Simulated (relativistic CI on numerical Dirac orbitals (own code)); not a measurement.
Pr4+ (4f) in a crystal field

Calculated by Dirac-Coulomb-Breit CI, separate exchange-only KLI orbitals for each configuration, a model potential for QED, valence Slater integrals scaled by 0.85, one configuration in a parametric crystal field (own radial code).

Field parameters in Wybourne normalisation; cubic f-shell fields have B⁴₄ = √(5/14) B⁴₀ and B⁶₄ = −√(7/2) B⁶₀. The field is a parameter set, without covalency.

S is read from ⟨S²⟩ = S(S + 1).

Powder χT (cm³ K mol⁻¹) by Van Vleck's formula, with temperature-independent terms:

| Field | 2 K | 5 K | 10 K | 20 K | 50 K | 100 K | 200 K | 300 K |
| --- | --- | --- | --- | --- | --- | --- | --- | --- |
| C2v, B20 = -800, B22 = 200, B40 = -1020, B42 = 210, B44 = -950, B60 = 990, B62 = -320, B64 = 490, B66 = -10 cm⁻¹ | 0.478 | 0.482 | 0.488 | 0.499 | 0.534 | 0.585 | 0.659 | 0.708 |
| C2v, B20 = 60, B22 = -310, B40 = 1040, B42 = -530, B44 = -350, B60 = -300, B62 = -30, B64 = -160, B66 = 250 cm⁻¹ | 0.331 | 0.337 | 0.347 | 0.366 | 0.422 | 0.517 | 0.658 | 0.729 |
| D3h, B20 = 450, B40 = 100, B60 = 360, B66 = 320 cm⁻¹ | 0.568 | 0.575 | 0.587 | 0.61 | 0.674 | 0.739 | 0.785 | 0.8 |
| D3h, B20 = -170, B40 = 180, B60 = -640, B66 = 740 cm⁻¹ | 0.307 | 0.455 | 0.591 | 0.686 | 0.761 | 0.787 | 0.799 | 0.804 |
| D4h, B20 = -890, B40 = 150, B44 = -1800, B60 = -120, B64 = -1330 cm⁻¹ | 0.122 | 0.13 | 0.144 | 0.172 | 0.257 | 0.387 | 0.542 | 0.626 |
| Oh, B40 = -720, B60 = 1160 cm⁻¹ | 0.517 | 0.528 | 0.546 | 0.582 | 0.664 | 0.718 | 0.746 | 0.757 |

Question: For D4h, B20 = -890, B40 = 150, B44 = -1800, B60 = -120, B64 = -1330 cm⁻¹: what effective moment follows at 300 K?

Answer: μ_eff = √(8χT) = 2.24 μB. The LS value g√(J(J + 1)) of the free ion's 2F°_5/2 level is 2.54 μB.
